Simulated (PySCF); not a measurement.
## How methods differ on the ionisation energy of C²⁺

C²⁺ [He] 2s2 (1S) → C³⁺ [He] 2s1 (2S), as a difference of total energies. All numbers are calculated (PySCF 2.14, scalar relativity by spin-free X2C-1e, in aug-cc-pCVTZ-DK with one added diffuse shell each of s, p, d, f type (8s7p5d3f, 75 functions)). Correlated levels: valence: 1s2 frozen. The calculations carry no spin-orbit coupling.

| method | ionisation energy (eV) |
| --- | --- |
| UHF | 45.800 |
| MP2 (valence) | 47.003 |
| SCS-MP2 (valence) | 47.244 |
| CCSD (valence) | 47.804 |

Errors of the correlated levels include the incompleteness of this basis and the frozen core.

With two correlated electrons CCSD is exact in that space.

The coupled-cluster amplitudes are large for C²⁺ (T1 above 0.03 or a double amplitude above 0.15), so a single reference is strained.

Problem. Which method comes closest to the reference value, and which is furthest?

Solution. The reference is 47.888 eV (measured; NIST Atomic Spectra Database, ionization energies). Closest: CCSD (valence) (error -0.084 eV); furthest: UHF (error -2.088 eV).
